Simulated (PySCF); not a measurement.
Species: s-Bu2O, C₈H₁₈O.
Geometry (GFN2-xTB, Å), atoms numbered from 1 in this order:
```xyz
27
C8H18O angstrom
C     -1.975    1.190   -1.742
C     -2.451    0.261   -0.633
C     -1.362    0.011    0.414
C     -1.925   -0.759    1.613
O     -0.328   -0.724   -0.217
C      0.979   -0.556    0.307
C      1.736   -1.852    0.037
C      1.663    0.658   -0.343
C      2.990    1.022    0.309
H     -1.080    0.782   -2.203
H     -1.744    2.177   -1.344
H     -2.743    1.299   -2.505
H     -2.730   -0.703   -1.061
H     -3.326    0.687   -0.139
H     -0.972    0.980    0.765
H     -2.693   -0.172    2.110
H     -2.356   -1.698    1.275
H     -1.137   -0.979    2.330
H      0.925   -0.391    1.395
H      2.730   -1.815    0.474
H      1.819   -2.010   -1.034
H      1.192   -2.689    0.468
H      1.812    0.443   -1.403
H      0.984    1.512   -0.274
H      2.861    1.183    1.378
H      3.726    0.235    0.166
H      3.384    1.936   -0.129
```

Computed, not measured: PBE0/pcSseg-1 in PySCF (dipole) on a GFN2-xTB geometry, gas phase.

Masses are those of the commonest isotopes; rigid-rotor values at the optimised geometry. The values belong to one conformer with, in the numbering `[CH3:1][CH2:2][C@@H:3]([CH3:4])[O:5][C@@H:6]([CH3:7])[CH2:8][CH3:9]`, C1–C2–C3–C4 172°, C2–C3–O5–C6 152°, C3–O5–C6–C7 151°, O5–C6–C8–C9 172°.

(1) What are A, B and C (cm⁻¹)?

(2) What kind of rotor is it?

(3) Is it planar, by Δ = Ic − Ia − Ib?

(4) Predict some low-J microwave lines.

(5) Estimate the classical rotational partition function at 10 K, 50 K and 298.15 K.

Answers

(1) Ia = 239.43, Ib = 543.03, Ic = 647.36 u·Å²; 505379 MHz·u·Å²/I gives 2111, 930.7 and 780.7 MHz, that is A = 0.07041, B = 0.03104, C = 0.02604 cm⁻¹.

(2) An asymmetric top; Ray's κ = -0.774.

(3) Not planar: Δ = Ic − Ia − Ib = -135.11 u·Å². For a rigid frame Δ = −2 Σ m c², so Σ m c² = 67.55 u·Å² lies off the ab plane: 23.27 from hydrogen and 44.28 from heavier atoms. The atom farthest from that plane is 2.07 Å away.

(4) The dipole components are |μa| = 0.34 D, |μb| = 0.01 D, |μc| = 1.11 D. The squared components, which scale the intensities, stand as 0.09 : 0.00 : 1.00 (a : b : c). Some lines, for components of 0.1 D or more:

| type | branch | J(Ka,Kc) | MHz | lower level (cm⁻¹) |
| --- | --- | --- | --- | --- |
| c | Q | 3(1,3) ← 3(0,3) | 863 | 0.340 |
| a | Q | 3(1,2) ← 3(1,3) | 899 | 0.369 |
| c | Q | 2(1,2) ← 2(0,2) | 1043 | 0.171 |
| c | Q | 1(1,1) ← 1(0,1) | 1180 | 0.057 |
| a | Q | 4(1,3) ← 4(1,4) | 1495 | 0.587 |
| c | R | 1(1,0) ← 0(0,0) | 3041 | 0.000 |
| a | R | 2(1,2) ← 1(1,1) | 3273 | 0.096 |
| c | Q | 3(2,2) ← 3(1,2) | 3324 | 0.399 |
| a | R | 2(0,2) ← 1(0,1) | 3409 | 0.057 |
| c | R | 2(1,1) ← 1(0,1) | 4903 | 0.057 |
| a | R | 3(1,2) ← 2(1,1) | 5350 | 0.221 |
| a | R | 4(2,3) ← 3(2,2) | 6835 | 0.510 |
| a | R | 4(3,2) ← 3(3,1) | 6870 | 0.720 |
| a | R | 4(3,1) ← 3(3,0) | 6875 | 0.720 |
| c | R | 2(2,0) ← 1(1,0) | 7126 | 0.101 |
| c | R | 3(2,1) ← 2(1,1) | 8741 | 0.221 |
| c | R | 4(1,3) ← 3(0,3) | 8879 | 0.340 |
| c | R | 4(3,1) ← 3(2,1) | 13092 | 0.512 |

(5) Point group C1, symmetry number σ = 1; q = (√π/σ)·√((kT/h)³/(ABC)), k/h = 20836.6 MHz/K: 4300 at 10 K, 48100 at 50 K, 701000 at 298.15 K.

Not checked by GFN2-xTB frequencies. These are rigid-rotor constants of the computed structure; measured ground-state constants (B0) also hold zero-point vibration. A rigid rotor knows nothing of internal rotation, which can split or shift real lines.

The run took 56 s of wall time on one thread, Arm Neoverse V1, on a shared host. This is the PBE0/pcSseg-1 job that gave the dipole, with the shieldings it also computed.
